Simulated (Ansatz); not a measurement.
Input (CCSDT(Q)/cc-pV(T+d)Z; Ansatz, a program for electronic structure): A basis named .json is the Basis Set Exchange file of that set.

Ansatz 0.2 input:
```yaml
crystal:
  periodic: [false, false, false]
  atoms:
    - {symbol: Si, position_ang: [0.15231452, -0.40552125, 0.44580055]}
    - {symbol: O, position_ang: [1.09838568, 0.80659476, -0.14740342]}
    - {symbol: H, position_ang: [0.73896809, 1.37038585, -0.84509361]}
    - {symbol: O, position_ang: [-1.21349602, -0.17174123, -0.48543682]}
    - {symbol: H, position_ang: [-1.95048865, -0.77191657, -0.33339214]}
basis:
  gaussian:
    orbitals: cc-pV_T+d_Z.json
magnetization: {spin_polarized: false}
correlation: {method: ccsdt_q, electrons: outside_noble_gas}
```

Output:

```
Functional definition: HF
integrals: 0.34 GiB planned
1666 factors; integrals over basis functions are off by at most 2.3e-7 eV
mean field: 0.53 GiB planned
mean field evaluation 1: about -11968.2184 eV, gradient 4.8e1 eV
mean field evaluation 2: about -11968.2223 eV, gradient 4.8e1 eV
mean field evaluation 4: about -11972.1980 eV, gradient 2.5e0 eV
mean field evaluation 8: about -11972.2304 eV, gradient 2.0e-4 eV
mean field evaluation 16: about -11972.2253 eV, gradient 1.9e-1 eV
mean field -11972.23044335 eV, -439.9713537237 hartree, gradient 1.5e-6 eV, S^2 0.000000; 0 other end points of the search recorded, 0 dependent functions left out
7 core orbitals not correlated
reference -11972.23044335 eV, -439.9713537237 hartree; 9, 9 occupied and 111, 111 virtual orbitals, 1666 factors
second order -15.96104926 eV of doubles, -0.00000000 eV of singles
coupled cluster: 6.83 GiB planned
cycle   1  -15.82215802 eV  change    1.4e-1 eV  update   1.1e-1
cycle   2  -16.56340142 eV  change   -7.4e-1 eV  update   5.8e-2
cycle   3  -17.03657569 eV  change   -4.7e-1 eV  update   2.7e-2
cycle   4  -16.95873644 eV  change    7.8e-2 eV  update   9.3e-3
cycle   5  -16.91352246 eV  change    4.5e-2 eV  update   4.7e-3
cycle   6  -16.91886588 eV  change   -5.3e-3 eV  update   2.0e-3
cycle   7  -16.92549031 eV  change   -6.6e-3 eV  update   6.4e-4
cycle   8  -16.92492538 eV  change    5.6e-4 eV  update   3.0e-4
cycle   9  -16.92426007 eV  change    6.7e-4 eV  update   1.2e-4
cycle  10  -16.92453319 eV  change   -2.7e-4 eV  update   5.6e-5
cycle  11  -16.92435638 eV  change    1.8e-4 eV  update   2.7e-5
cycle  12  -16.92434318 eV  change    1.3e-5 eV  update   9.9e-6
cycle  13  -16.92433556 eV  change    7.6e-6 eV  update   5.1e-6
cycle  14  -16.92433417 eV  change    1.4e-6 eV  update   1.9e-6
cycle  15  -16.92433173 eV  change    2.4e-6 eV  update   8.2e-7
cycle  16  -16.92433142 eV  change    3.1e-7 eV  update   4.0e-7
perturbative correction -0.03523571 eV, -0.0012948885 hartree
Total energy: -11989.19001048 eV, -440.5946063204 hartree
```
